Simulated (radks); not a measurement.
The cerium ion Ce2+, 56 electrons, occupied as [Xe] 4f2. Calculated with a radial shooting solver on a logarithmic mesh with Libxc functionals: scalar-relativistic Kohn-Sham, PBE, spin-polarised, spherical densities, finite nucleus; open shells are filled with parallel spins first (spin-orbit coupling, left out, can overturn this in heavy ions); Fermi nuclear charge, rms radius 4.8771 fm.

Radial electron density D(r) = 4 pi r^2 rho(r):

```
   r/bohr * D(r) (the largest magnitude, 100, reaches the edge; | marks zero)
 0.001732 |   *
    0.002 |    *
 0.002291 |     *
 0.002646 |      *
 0.003031 |        *
 0.003501 |          *
 0.004011 |            *
 0.004632 |               *
 0.005307 |                  *
 0.006129 |                     *
 0.007022 |                         *
 0.008109 |                             *
 0.009291 |                                *
  0.01073 |                                   *
  0.01229 |                                      *
   0.0142 |                                        *
  0.01627 |                                         *
  0.01878 |                                         *
  0.02152 |                                        *
  0.02485 |                                      *
  0.02848 |                                    *
  0.03289 |                                    *
  0.03768 |                                     *
  0.04351 |                                       *
  0.04985 |                                           *
  0.05757 |                                                *
  0.06596 |                                                    *
  0.07617 |                                                      *
  0.08727 |                                                    *
   0.1008 |                                                *
   0.1155 |                                           *
   0.1334 |                                       *
   0.1528 |                                        *
   0.1764 |                                           *
   0.2022 |                                              *
   0.2335 |                                             *
   0.2675 |                                        *
   0.3089 |                              *
   0.3539 |                     *
   0.4087 |                *
   0.4683 |                 *
   0.5408 |                   *
   0.6196 |                   *
   0.7155 |                 *
   0.8198 |             *
   0.9467 |        *
    1.085 |      *
    1.253 |    *
    1.435 |    *
    1.657 |   *
    1.899 |  *
    2.193 | *
    2.512 |*
    2.902 *
    3.324 *
    3.839 *
    4.399 *
     5.08 *
     5.82 *
```

D(r) has 4 maxima, at r = 0.0171, 0.0762, 0.214, 0.595 bohr, and minima at 0.0329, 0.141, 0.436 bohr, inside which lie 1.95, 11.17, 29.04 electrons.
